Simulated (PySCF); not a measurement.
## Radial density of Ti¹⁸⁺ (titanium, charge +18)

UHF, [He] 2s2, closed-shell 1S. Calculation: PySCF 2.14, in an even-tempered Gaussian basis (17 s from 3.8 bohr⁻², ratio 2.2; 8 p from 6 bohr⁻², ratio 2.4; 6 d from 18 bohr⁻², ratio 2.4; 5 f from 27 bohr⁻², ratio 2.4; 4 g from 40 bohr⁻², ratio 2.4); the non-relativistic Hamiltonian (point nucleus).

| r (bohr) | 4πr²ρ (e/bohr) |
| --- | --- |
| 0.00120 | 0.1243 |
| 0.00201 | 0.3392 |
| 0.00339 | 0.9033 |
| 0.00570 | 2.309 |
| 0.00959 | 5.502 |
| 0.0161 | 11.66 |
| 0.0271 | 20.27 |
| 0.0456 | 25.11 |
| 0.0768 | 17.47 |
| 0.129 | 6.392 |
| 0.217 | 7.508 |
| 0.365 | 4.767 |
| 0.614 | 0.3258 |
| 1.03 | 0.0008752 |
